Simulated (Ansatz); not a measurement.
Correlation energies of `BC[SiH](N)F` by basis set

```xyz
12

B     1.074   -1.743   -0.422
C     0.682   -0.564    0.483
Si   -0.689    0.425   -0.318
N    -0.972    1.831    0.591
F    -0.232    0.723   -1.830
H     0.436   -2.757   -0.404
H     1.987   -1.655   -1.190
H     1.491    0.152    0.662
H     0.233   -0.870    1.436
H    -1.971   -0.306   -0.423
H    -1.819    2.361    0.474
H    -0.220    2.403    0.940
```

Charge 0, multiplicity 1. The geometry is a stationary point of PBE0-D4/def2-TZVP. It is one conformer, not always the lowest. Frozen core, restricted reference, Ansatz. CBS rows extrapolate triple and quadruple zeta; past MP2 they add the triple-zeta difference.

```csv
basis,HF (Eh),MP2 corr.,CCSD corr.,(T),CCSD(T) total
def2-SVP,-509.27906,-0.67668,-0.72863,-0.01685,-510.02454
def2-TZVPP,-509.65969,-0.86102,-0.90456,-0.03106,-510.59531
def2-QZVPP,-509.68000,-0.92808,–,–,–
CBS(def2),-509.68279,-0.97776,-1.02129,as TZ,-510.73514
```
